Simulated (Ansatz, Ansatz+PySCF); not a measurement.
```xyz
10

C     1.2164    0.0000    0.0000
C     0.3759    1.1569    0.0000
C    -0.9841    0.7150    0.0000
C    -0.9841   -0.7150    0.0000
C     0.3759   -1.1569    0.0000
O     2.4664    0.0000    0.0000
H     0.7112    2.1888    0.0000
H    -1.8619    1.3527    0.0000
H    -1.8619   -1.3527    0.0000
H     0.7112   -2.1888    0.0000
```

Basis set: def2-SVP (spherical functions). Charge 0, multiplicity 1.

Computed with Ansatz (development build ahead of 0.2.0); each method stands on the lowest determinant of its kind that the runs found. Restricted functionals stand beside restricted open-shell atoms, which can lie above the unrestricted atoms usual in DFT and then raise those values.

The atomization energy at this shape (free ground-state atoms in the same class of orbitals less the molecule, no zero-point energy) of singlet C5H4O:

```json
{"method": "ωB97X (restricted)", "atomization energy": "49.82 eV"}
{"method": "PBE0 (restricted)", "atomization energy": "50.52 eV"}
{"method": "UHF", "atomization energy": "36.21 eV"}
{"method": "RHF", "atomization energy": "36.05 eV"}
```

Task: What does PBE0 (unrestricted) give?

Result: 50.27 eV. Caution for PBE0 (unrestricted): the unrestricted determinant is spin contaminated. Caution for UHF: the unrestricted determinant is a mixture of spin states. Caution for RHF: an unrestricted determinant lies well below.

The shape needn't be a minimum at these levels.
